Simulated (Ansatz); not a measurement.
Basis-set series for CH2FInSe (`F[C](=[Se])[InH2]`). Charge 0, multiplicity 1. In takes the def2 core potential. The structure was optimised at the PBE0-D4/def2-TZVP level.

```
functional       basis  functions  energy (Eh)  HOMO (eV)  LUMO (eV)
   PBE0-D4    def2-SVP         96  -2729.94422      -6.88      -2.40
   PBE0-D4  def2-QZVPP        345  -2730.47299      -6.96      -2.50
   ωB97M-V    def2-SVP         96  -2730.13579      -8.91      -0.16
   ωB97M-V  def2-QZVPP        345  -2730.66596      -9.01      -0.35
```

(1) Give the rows for def2-TZVPP. (Best estimate.)

Results:

(1) Ansatz gave: 
```json
{"functional": "PBE0-D4", "basis": "def2-TZVPP", "functions": "188", "energy (Eh)": "-2730.41378", "HOMO (eV)": "-6.94", "LUMO (eV)": "-2.47"}
{"functional": "ωB97M-V", "basis": "def2-TZVPP", "functions": "188", "energy (Eh)": "-2730.60870", "HOMO (eV)": "-9.00", "LUMO (eV)": "-0.30"}
```

Scalar relativity is left out up to krypton.
